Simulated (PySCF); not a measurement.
CH4N2OSi, SMILES N#CO[SiH2]N.

Geometry optimised at B3LYP-D3(BJ)/def2-SVP. The structure was generated by enumeration, and PubChem lists no compound with its InChIKey, so it may never have been made. Other conformers were not sampled.

Two levels are set side by side: PBE/def2-TZVP (PySCF) and r2SCAN/def2-TZVP (PySCF). Same geometry, gas phase. Differences are taken from unrounded values.

```json
[
 {"quantity": "orbital gap (eV)", "r2SCAN": "6.86"},
 {"quantity": "highest occupied level (eV)", "r2SCAN": "-7.26"},
 {"quantity": "lowest empty level (eV)", "r2SCAN": "-0.40"},
 {"quantity": "dipole moment (D)", "r2SCAN": "6.11"},
 {"quantity": "mean polarisability (bohr³)", "r2SCAN": "51.1"}
]
```

Task: What does PBE give, and how far is it from r2SCAN? (An estimate is asked for; the answer gives what the named calculation found.)

Result: 
```tsv
quantity	PBE	PBE minus r2SCAN
orbital gap (eV)	6.01	-0.85
highest occupied level (eV)	-6.95	0.31
lowest empty level (eV)	-0.94	-0.55
dipole moment (D)	6.05	-0.06
mean polarisability (bohr³)	52.8	1.7
```

Rough cost on one machine, each run with all the roots and properties that it gave: r2SCAN against PBE about 3 times.
